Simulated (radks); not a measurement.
Problem. Species: Mo6+. Configuration: [Ar] 3d10 4s2 4p(1/2: 1, 3/2: 4) 4d(3/2: 1, 5/2: 0) (not the ground configuration). Method: Dirac Kohn-Sham, relativistic LDA (MacDonald-Vosko exchange, VWN5 correlation), spin-unpolarised, spherical densities, finite nucleus; Fermi nuclear charge, rms radius 4.4091 fm; computed with a radial shooting solver on a logarithmic mesh with Libxc functionals. Some entries of the table are withheld. Estimate them.

| orbital | occ. | eigenvalue (hartree) | <r^2> (bohr^2) |
|---|---|---|---|
| 1s1/2 | 2 | -727.4877 | 0.001680 |
| 2s1/2 | 2 | -105.7051 | 0.02795 |
| 2p1/2 | 2 | -97.66557 | 0.02106 |
| 2p3/2 | 4 | -93.78123 | 0.02243 |
| 3s1/2 | 2 | -20.66583 | (1) |
| 3p1/2 | 2 | -17.58572 | 0.2091 |
| 3p3/2 | 4 | -16.94286 | 0.2193 |
| 3d3/2 | 4 | -11.45640 | 0.2042 |
| 3d5/2 | 6 | -11.33375 | 0.2075 |
| 4s1/2 | 2 | -5.37397 | 1.269 |
| 4p1/2 | 1 | -4.43977 | 1.454 |
| 4p3/2 | 4 | -4.33108 | 1.513 |
| 4d3/2 | 1 | -2.86728 | (2) |
| 4d5/2 | 0 | -2.85190 | (3) |

Solution. 
(1) 3s1/2 <r^2> (bohr^2): 0.2116
(2) 4d3/2 <r^2> (bohr^2): 2.139
(3) 4d5/2 <r^2> (bohr^2): 2.162
